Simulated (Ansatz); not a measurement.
Mulliken charges of CH₅AlCl₂S, SMILES `[CH3][Al-]([SH2+])([Cl])[Cl]` from PBE/def2-TZVPP in Ansatz (PBE0-D4/def2-TZVP geometry).

```
atom   x (Å)   y (Å)   z (Å)  charge (e)
  C1  -1.272   0.169   0.679      -0.456
 Al2  -0.154   0.323  -0.901       0.456
  S3   2.080  -0.591  -0.200      -0.042
 Cl4  -0.459  -1.043  -2.495      -0.274
 Cl5   0.576   2.239  -1.447      -0.276
  H6  -1.385  -0.871   0.999       0.091
  H7  -0.877   0.748   1.519       0.091
  H8  -2.275   0.551   0.468       0.108
  H9   1.639  -1.688   0.442       0.150
 H10   2.210   0.111   0.940       0.152
```

**Question.** By hand: the dipole of these point charges (1 e Å = 4.8032 D).

**Answer.** Σ q r = (0.519, -0.425, 0.860) e Å, of length 1.091 e Å = 5.24 D.

**Question.** How does the dipole of the full density compare? (Best estimate.)

**Answer.** The calculation gave: (0.468, -0.394, 0.812) e Å, 4.88 D; the point charges give 1.07 times that, at 1° from its direction.

Point charges leave out the atoms' own dipoles, such as those of lone pairs, and Mulliken's split depends on the basis, so the close match here is no proof of good charges.
